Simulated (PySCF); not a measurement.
PySCF 2.14 output of an unrestricted PBEsol calculation on a single atom or ion in x2c-QZVPPall (11s7p5d3f2g, 96 functions), with scalar relativity by spin-free X2C-1e:

```
SCF conv_tol = 1e-09
number electrons alpha = 11  beta = 10
    J. P. Perdew, A. Ruzsinszky, G. I. Csonka, O. A. Vydrov, G. E. Scuseria, L. A. Constantin, X. Zhou, and K. Burke.,  Phys. Rev. Lett. 100, 136406 (2008)
    J. P. Perdew, A. Ruzsinszky, G. I. Csonka, O. A. Vydrov, G. E. Scuseria, L. A. Constantin, X. Zhou, and K. Burke.,  Phys. Rev. Lett. 100, 136406 (2008)
cycle= 1 E= -762.920332750992  delta_E= -0.0109  |g|= 0.0219  |ddm|= 0.308
cycle= 2 E= -762.920542363222  delta_E= -0.00021  |g|= 0.0111  |ddm|= 0.125
cycle= 3 E= -762.92058859436  delta_E= -4.62e-05  |g|= 0.00189  |ddm|= 0.0373
cycle= 4 E= -762.920588702605  delta_E= -1.08e-07  |g|= 9.33e-05  |ddm|= 0.00216
cycle= 5 E= -762.920588709616  delta_E= -7.01e-09  |g|= 8.53e-06  |ddm|= 0.000453
cycle= 6 E= -762.920588709749  delta_E= -1.34e-10  |g|= 1.05e-06  |ddm|= 5.91e-05
converged SCF energy = -762.920588709749  <S^2> = 0.75742957  2S+1 = 2.0074158
```

The run itself started from symmetry-adapted Hartree-Fock orbitals and held the occupation by maximum overlap, on a logarithmic radial grid, so the iterations belong to that start.

Problem. Which element, charge and spin multiplicity is this?

Solution. Sc (scandium, neutral), multiplicity 2; the state was [Ar] 4s2 4p1, 2P determinant (an excited configuration).
